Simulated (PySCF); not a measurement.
Geometry:
```csv
atom,x (Å),y (Å),z (Å)
C1,-1.325,1.279,0.470
C2,-0.457,0.092,0.101
C3,-1.263,-1.168,-0.171
C4,0.517,0.391,-1.040
C5,1.773,-0.373,-0.777
C6,1.941,-0.821,0.452
S7,0.618,-0.328,1.592
O8,1.071,0.939,2.178
H9,-0.705,2.050,0.925
H10,-2.086,0.988,1.191
H11,-1.817,1.693,-0.409
H12,-0.600,-1.996,-0.416
H13,-1.949,-1.016,-1.003
H14,-1.844,-1.443,0.706
H15,0.755,1.459,-1.067
H16,0.085,0.125,-2.007
H17,2.488,-0.509,-1.576
H18,2.789,-1.355,0.838
```

Geometry: GFN2-xTB; GIAO shifts from PySCF 2.14.0 with density-fitted response routines, gas phase, non-relativistic, averaged over equivalent atoms.

At CAM-B3LYP/ANO-RCC-VDZP (166 basis functions, 62 s wall time on 1 thread of an Arm Neoverse V2, shared host):
```csv
atoms,δ (ppm)
C5,145.7
C6,144.4
C2,64.7
C4,46.8
C3,22.8
C1,19.2
O8,72.5
H18,7.04
H17,6.90
H15,3.14
H16,2.28
H9/H10/H11,1.47
H12/H13/H14,0.99
```

Shifts are taken against calculated references (same method and geometry level): TMS for 13C (σ = 188.81 ppm), 1H (σ = 31.82 ppm); 17O (σ = 334.64 ppm) vs H2O.

Estimate the result of repeating the calculation with LC-wPBE/def2-SVPD.

Answers


```tsv
atoms	δ at LC-wPBE/def2-SVPD	change
C5	143.2	-2.5
C6	138.7	-5.7
C2	58.4	-6.3
C4	43.3	-3.5
C3	19.7	-3.1
C1	17.0	-2.2
O8	61.6	-10.9
H18	6.79	-0.25
H17	6.85	-0.05
H15	3.03	-0.11
H16	2.32	+0.04
H9/H10/H11	1.49	+0.02
H12/H13/H14	1.10	+0.11
```

Chemical shifts δ = σref − σ; TMS for 13C (σ = 197.90 ppm) and 1H (σ = 31.92 ppm); 17O (σ = 342.03 ppm) vs H2O, all at this level.

The largest change is at O8 (S=O oxygen). Cost: 250 basis functions, 57 s wall time on 1 thread of an Arm Neoverse V2, shared host. The order of the carbon signals is the same at both levels.

Experimental scales use liquid or dissolved standards, which lie at an offset from isolated H2O (liquid H2O: subtract about 36 ppm).
